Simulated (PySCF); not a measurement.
C4H9O2 (SMILES CO[CH]C(C)O), doublet, at a GFN2-xTB geometry; B3LYP/STO-3G run with PySCF.

The PySCF input:
```python
from pyscf import gto, scf, dft

mol = gto.M(
    atom='''
C     2.56077104   -0.83382252   -0.05187536
O     1.35874343   -0.35585529   -0.59420775
C     0.30458062   -0.28318667    0.27212290
C    -0.91837553    0.40750290   -0.20562298
C    -2.15757524   -0.49024854   -0.06860859
O    -1.08228391    1.59694883    0.56456414
H     2.45262647   -1.86511095    0.30352293
H     2.89549161   -0.20751073    0.78234991
H     3.29918709   -0.80187133   -0.85140078
H     0.49407065   -0.37188146    1.32892922
H    -0.77188196    0.66632212   -1.26581658
H    -3.04377857    0.02369395   -0.43826528
H    -2.30860226   -0.74749979    0.97697382
H    -2.01885023   -1.40248152   -0.64118067
H    -1.94634439    1.97612048    0.36594070
''',
    basis='sto-3g',
    spin=1,
    verbose=4,
)

mf = dft.UKS(mol)
mf.xc = 'b3lyp'
mf.grids.level = 1
mf.kernel()
```

The log (banner, timings and long lists left out):

```
PySCF version 2.14.0

[INPUT] verbose = 4
[INPUT] num. atoms = 15
[INPUT] num. electrons = 49
[INPUT] charge = 0
[INPUT] spin (= nelec alpha-beta = 2S) = 1
[INPUT] symmetry False subgroup None
[INPUT] Mole.unit = angstrom
[INPUT] Symbol           X                Y                Z      unit          X                Y                Z       unit  Magmom
[INPUT]  1 C      2.560771040000  -0.833822520000  -0.051875360000 AA    4.839155933318  -1.575696199295  -0.098030223013 Bohr   0.0
[INPUT]  2 O      1.358743430000  -0.355855290000  -0.594207750000 AA    2.567652956252  -0.672469038078  -1.122889908594 Bohr   0.0
[INPUT]  3 C      0.304580620000  -0.283186670000   0.272122900000 AA    0.575573954650  -0.535145248428   0.514237753222 Bohr   0.0
[INPUT]  4 C     -0.918375530000   0.407502900000  -0.205622980000 AA   -1.735478231202   0.770068875966  -0.388571117117 Bohr   0.0
[INPUT]  5 C     -2.157575240000  -0.490248540000  -0.068608590000 AA   -4.077226296743  -0.926435473568  -0.129651444893 Bohr   0.0
[INPUT]  6 O     -1.082283910000   1.596948830000   0.564564140000 AA   -2.045220178923   3.017795923645   1.066871604351 Bohr   0.0
[INPUT]  7 H      2.452626470000  -1.865110950000   0.303522930000 AA    4.634792314159  -3.524548887427   0.573575210226 Bohr   0.0
[INPUT]  8 H      2.895491610000  -0.207510730000   0.782349910000 AA    5.471686138876  -0.392138447609   1.478427063478 Bohr   0.0
[INPUT]  9 H      3.299187090000  -0.801871330000  -0.851400780000 AA    6.234560033801  -1.515317200841  -1.608914296441 Bohr   0.0
[INPUT] 10 H      0.494070650000  -0.371881460000   1.328929220000 AA    0.933658214686  -0.702754110203   2.511312264732 Bohr   0.0
[INPUT] 11 H     -0.771881960000   0.666322120000  -1.265816580000 AA   -1.458645504892   1.259166317540  -2.392046660134 Bohr   0.0
[INPUT] 12 H     -3.043778570000   0.023693950000  -0.438265280000 AA   -5.751907881120   0.044775076309  -0.828201349106 Bohr   0.0
[INPUT] 13 H     -2.308602260000  -0.747499790000   0.976973820000 AA   -4.362626001952  -1.412569881270   1.846212950670 Bohr   0.0
[INPUT] 14 H     -2.018850230000  -1.402481520000  -0.641180670000 AA   -3.815074021215  -2.650305967564  -1.211655862665 Bohr   0.0
[INPUT] 15 H     -1.946344390000   1.976120480000   0.365940700000 AA   -3.678057841184   3.734326496344   0.691527700832 Bohr   0.0

nuclear repulsion = 247.023250691574
number of shells = 27
number of NR pGTOs = 117
number of NR cGTOs = 39
basis = sto-3g
ecp = {}

******** <class 'pyscf.dft.uks.UKS'> ********
method = UKS
initial guess = minao
damping factor = 0
level_shift factor = 0
DIIS = <class 'pyscf.scf.diis.CDIIS'>
diis_start_cycle = 1
diis_space = 8
diis_damp = 0
SCF conv_tol = 1e-09
SCF conv_tol_grad = None
SCF max_cycles = 50
direct_scf = True
direct_scf_tol = 1e-13
number electrons alpha = 25  beta = 24
XC library pyscf.dft.libxc version 7.1.2
    S. Lehtola, C. Steigemann, M. J. T. Oliveira, and M. A. L. Marques,  SoftwareX 7, 1–5 (2018)
XC functionals = b3lyp
    P. J. Stephens, F. J. Devlin, C. F. Chabalowski, and M. J. Frisch,  J. Phys. Chem. 98, 11623 (1994)
radial grids:
    Treutler-Ahlrichs [JCP 102, 346 (1995); DOI:10.1063/1.469408] (M4) radial grids

becke partition: Becke, JCP 88, 2547 (1988); DOI:10.1063/1.454033
pruning grids: <function nwchem_prune>
grids dens level: 1
symmetrized grids: False
atomic radii adjust function: <function treutler_atomic_radii_adjust>
small_rho_cutoff = 0
Set gradient conv threshold to 3.16228e-05
tot grids = 53328
init E= -304.899959451551

cycle= 1 E= -304.095620341578  delta_E= 0.804  |g|= 0.392  |ddm|= 3.37
cycle= 2 E= -304.0892805114  delta_E= 0.00634  |g|= 0.436  |ddm|= 1.11
cycle= 3 E= -304.200457204231  delta_E= -0.111  |g|= 0.0584  |ddm|= 0.587
cycle= 4 E= -304.202497256812  delta_E= -0.00204  |g|= 0.0147  |ddm|= 0.0935
cycle= 5 E= -304.202635590343  delta_E= -0.000138  |g|= 0.00506  |ddm|= 0.0256
cycle= 6 E= -304.202652479717  delta_E= -1.69e-05  |g|= 0.00102  |ddm|= 0.00742
cycle= 7 E= -304.202653578224  delta_E= -1.1e-06  |g|= 0.000412  |ddm|= 0.00254
cycle= 8 E= -304.20265371588  delta_E= -1.38e-07  |g|= 7.79e-05  |ddm|= 0.000806
cycle= 9 E= -304.202653721949  delta_E= -6.07e-09  |g|= 1.94e-05  |ddm|= 0.000183
cycle= 10 E= -304.202653722315  delta_E= -3.66e-10  |g|= 8.78e-06  |ddm|= 4.81e-05
Extra cycle  E= -304.202653722362  delta_E= -4.67e-11  |g|= 6.42e-06  |ddm|= 2.3e-05
converged SCF energy = -304.202653722362  <S^2> = 0.75226047  2S+1 = 2.0022592
```
